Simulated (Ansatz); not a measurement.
Geometry optimisation, Ansatz 0.2.0, RKS PBE/def2-SVP.

input.yaml

```yaml
crystal:
  periodic: [false, false, false]
  atoms:
    - { symbol: Al, position_ang: [0.0, 0.0, 0.0] }
    - { symbol: H, position_ang: [0.0, 0.0, 1.91] }
    - { symbol: F, position_ang: [1.4635, 0.0, -0.845] }
    - { symbol: F, position_ang: [-1.4635, 0.0, -0.845] }
    - { symbol: P, position_ang: [0.1078, -2.446, 0.8135] }
    - { symbol: H, position_ang: [-0.6605, -3.268, -0.0528] }
    - { symbol: H, position_ang: [1.4574, -2.8876, 0.8103] }
    - { symbol: H, position_ang: [0.043, -0.9763, 1.965] }
basis:
  gaussian: { orbitals: def2-SVP }
hamiltonian:
  xc: pbe
relax:
  f_tol: 0.15
  max_steps: 25
  restrain:
    - { distance: [0, 4], at: 3.48, k: 30.0 }
    - { distance: [7, 1], at: 1.86, k: 30.0 }
    - { distance: [0, 1], at: 1.56, k: 30.0 }
    - { distance: [7, 4], at: 1.42, k: 30.0 }
```

Run as:

```bash
$ ansatz run input.yaml --threads 2 --pin off --max-ram 3072MiB --backend cpu --events-out ev --progress --plain --runs-dir out
```

Problem. Where does it end, and by what steps?

Solution. The forces met the threshold. The restraints hold the end off the free minimum. After 9 steps the energy has fallen by 1.678 eV (the restraints' own energy left out); P5 moved furthest, 0.80 Å. Parted: Al1–P5. Joined: Al1–H2, P5–H8.

```
step  energy less start (eV)  largest force component (eV/Å)  accepted
   0                  0.0000                           3.059       yes
   1                  0.4385                           2.707       yes
   2                  0.0819                           2.016       yes
   3                 -0.5856                           1.822       yes
   4                 -1.3426                           1.192       yes
   5                 -1.6627                           0.489       yes
   6                 -1.6748                           0.500       yes
   7                 -1.6555                           0.784        no
   8                 -1.6733                           0.408        no
   9                 -1.6776                           0.479       yes
```

```xyz
8
Properties=species:S:1:pos:R:3
Al 0.009 0.192 0.026
H -0.068 0.294 1.585
F 1.478 0.245 -0.773
F -1.379 0.097 -0.899
P 0.180 -2.995 1.394
H -0.669 -3.009 0.224
H 1.380 -2.820 0.610
H 0.019 -1.581 1.589
```

The run took 14 s on 2 threads of Arm Neoverse V1 (shared host), peak memory 0.12 GiB.
